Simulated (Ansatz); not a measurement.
Geometry optimisation, RHF/def2-SVP (Ansatz 0.2.0).

input.yaml

```yaml
crystal:
  periodic: [false, false, false]
  atoms:
    - { symbol: F, position_ang: [-1.6568, -0.5846, -0.0862] }
    - { symbol: C, position_ang: [-0.5994, 0.1567, -0.5454] }
    - { symbol: Al, position_ang: [-1.1651, 2.043, -0.9527] }
    - { symbol: "N", position_ang: [0.5349, 0.1621, 0.4625] }
    - { symbol: Ge, position_ang: [1.1375, -1.593, 0.6255] }
    - { symbol: H, position_ang: [-1.88982, 1.19304, -2.01287] }
    - { symbol: H, position_ang: [-1.9206, 2.8238, 0.1949] }
    - { symbol: H, position_ang: [-0.0484, 2.9671, -1.7398] }
    - { symbol: H, position_ang: [0.0415, 0.4227, 1.4304] }
    - { symbol: H, position_ang: [2.2506, -1.5958, 1.7453] }
    - { symbol: H, position_ang: [-0.0133, -2.5463, 1.0924] }
    - { symbol: H, position_ang: [1.7463, -2.045, -0.6945] }
basis:
  gaussian: { orbitals: def2-SVP }
hamiltonian:
  xc: hf
relax:
  f_tol: 0.02
  max_steps: 50
output:
  orbitals: {}
```

Command:

```bash
$ ansatz run input.yaml --threads 2 --pin off --max-ram 3072MiB --backend cpu --events-out ev --progress --plain --runs-dir out
```

Task: Where does it end, and by what steps?

Result: The forces met the threshold. After 29 steps the energy has fallen by 5.040 eV; H9 moved furthest, 1.44 Å.

```
step  energy less start (eV)  largest force component (eV/Å)  accepted
   0                  0.0000                           7.800       yes
   2                 -3.0391                           1.239       yes
   4                 -3.8779                           2.466       yes
   6                 -4.6948                           1.433       yes
   8                 -4.9179                           0.513       yes
  10                 -4.9568                           0.728       yes
  12                 -4.9754                           0.337        no
  14                 -4.9857                           0.100       yes
  16                 -4.9930                           0.231       yes
  18                 -5.0091                           0.401       yes
  20                 -5.0270                           0.140       yes
  22                 -5.0350                           0.141       yes
  24                 -5.0388                           0.028       yes
  26                 -5.0395                           0.047       yes
  28                 -5.0398                           0.030       yes
  29                 -5.0398                           0.015       yes
```

```xyz
12
Properties=species:S:1:pos:R:3
F -1.401 -0.914 -0.494
C -0.722 0.183 -0.325
Al -1.416 2.129 -0.920
N 0.415 -0.041 0.239
Ge 1.124 -1.724 0.802
H -1.577 1.974 -2.503
H -2.742 2.312 -0.044
H -0.104 2.918 -0.407
H 0.951 0.801 0.376
H 2.472 -1.340 1.398
H 0.164 -2.297 1.833
H 1.253 -2.597 -0.437
```

Time of the run: 54 s on 2 threads of Intel(R) Xeon(R) 6975P-C (Granite Rapids), on a shared host, peak memory 0.35 GiB.
